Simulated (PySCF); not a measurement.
**How methods differ on the ionisation energy of Sc³⁺**

Sc³⁺ [Ar] (1S) → Sc⁴⁺ [Ne] 3s2 3p5 (2P), as a difference of total energies. Computed with PySCF 2.14 in an even-tempered Gaussian basis (21 s from 0.09 bohr⁻², ratio 2.5; 13 p from 0.12 bohr⁻², ratio 2.5; 5 d from 1.9 bohr⁻², ratio 2.7; 5 f from 2.9 bohr⁻², ratio 2.7), with scalar relativity by spin-free X2C-1e. Correlated levels: outer shells: 1s2 frozen; virtual orbitals above 40 to 60 times the deepest correlated orbital energy dropped. The calculations carry no spin-orbit coupling.

| method | ionisation energy (eV) | plus first-order spin-orbit estimate | error of that sum (eV) |
| --- | --- | --- | --- |
| UHF | 72.305 | 72.134 | -1.355 |
| LDA | 73.702 | 73.531 | +0.042 |
| PBE | 73.419 | 73.248 | -0.241 |
| PBE0 | 73.511 | 73.340 | -0.149 |
| r2SCAN | 73.623 | 73.452 | -0.037 |
| r2SCANh | 73.618 | 73.447 | -0.042 |
| B3LYP | 73.556 | 73.385 | -0.104 |
| MP2 (outer shells) | 73.129 | 72.957 | -0.532 |
| SCS-MP2 (outer shells) | 73.026 | 72.855 | -0.634 |

Reference: 73.489 eV (measured; NIST Atomic Spectra Database, ionization energies).

A first-order spin-orbit estimate (lowest level to lowest level, LS coupling) adds -0.171 eV.
